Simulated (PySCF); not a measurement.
CH₃AlClFO, SMILES C[O][Al]([F])[Cl].

Geometry: PBE-D3(BJ)/def2-SVP. The structure was generated by enumeration; whether it is a known compound was not checked. The values are those of a single conformer.

Calculation: PySCF with PBE-D3(BJ)/def2-SVP.

Frequencies are harmonic and unscaled.

| mode | ν (cm⁻¹) | IR (km/mol) | moving atoms (share of kinetic energy) |
|---|---|---|---|
| 1 | 68 | 0.0 | H 96 % |
| 2 | 83 | 4.0 | C 33 %, F 23 %, H 21 %, Cl 9 % |
| 3 | 91 | 1.6 | O 46 %, H 21 %, C 19 % |
| 4 | 176 | 15.0 | F 34 %, Cl 25 %, Al 14 %, O 13 %, C 11 % |
| 5 | 248 | 69.6 | Al 67 %, O 16 %, F 13 % |
| 6 | 257 | 20.7 | O 40 %, Cl 22 %, F 22 % |
| 7 | 481 | 41.6 | Cl 38 %, F 19 %, O 19 %, Al 16 % |
| 8 | 738 | 88.1 | Al 53 %, C 17 %, O 13 % |
| 9 | 884 | 110.9 | Al 48 %, F 44 % |
| 10 | 1140 | 39.8 | H 69 %, C 22 %, O 9 % |
| 11 | 1145 | 0.1 | H 77 %, C 19 % |
| 12 | 1212 | 325.5 | O 56 %, C 31 %, H 8 % |
| 13 | 1422 | 1.7 | H 97 % |
| 14 | 1425 | 2.3 | H 95 % |
| 15 | 1433 | 16.9 | H 89 %, C 9 % |
| 16 | 2924 | 93.3 | H 97 % |
| 17 | 3004 | 36.1 | H 90 %, C 10 % |
| 18 | 3012 | 31.1 | H 90 %, C 10 % |
